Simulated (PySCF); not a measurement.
# A series of related molecules

Theory: PySCF 2.14.0, TDA CAM-B3LYP/aug-cc-pVDZ excited states, vertical, gas phase. Geometry: PBE0-D3(BJ)/def2-SVP.

Each molecule in one low-energy conformer.

(1) How does the vertical S1–T1 gap change along this series?
- CNc1ccc(N)cc1 (H on C replaced by NHCH3)
- CCc1ccc(N)cc1 (H on C replaced by C2H5)
- CC(=O)c1ccc(N)cc1 (H on C replaced by COCH3)
- CSc1ccc(N)cc1 (H on C replaced by SCH3)
- C=Cc1ccc(N)cc1 (H on C replaced by vinyl)

Answers

(1) 
```tsv
molecule	S1 (eV)	S1 from	f(S1)	T1 (eV)	T1 from	S1 − T1 (eV)	S0–T1 spin-orbit coupling (cm⁻¹)	S1–T1 spin-orbit coupling (cm⁻¹)
CNc1ccc(N)cc1	4.22	HOMO→LUMO	0.009	3.24	HOMO→LUMO+3	0.98	0.31	0.26
CCc1ccc(N)cc1	4.75	HOMO→LUMO	0.006	3.79	HOMO→LUMO+7	0.95	0.91	2.14
CC(=O)c1ccc(N)cc1	4.15	HOMO−1→LUMO	0.000	3.31	HOMO→LUMO	0.84	0.22	15.12
CSc1ccc(N)cc1	4.47	HOMO→LUMO+3	0.042	3.51	HOMO→LUMO+3	0.96	0.54	0.22
C=Cc1ccc(N)cc1	4.56	HOMO→LUMO+4 / HOMO→LUMO+1	0.156	3.00	HOMO→LUMO+1	1.56	0.40	0.31
```
The vertical S1–T1 gap is lowest for CC(=O)c1ccc(N)cc1 and highest for C=Cc1ccc(N)cc1.
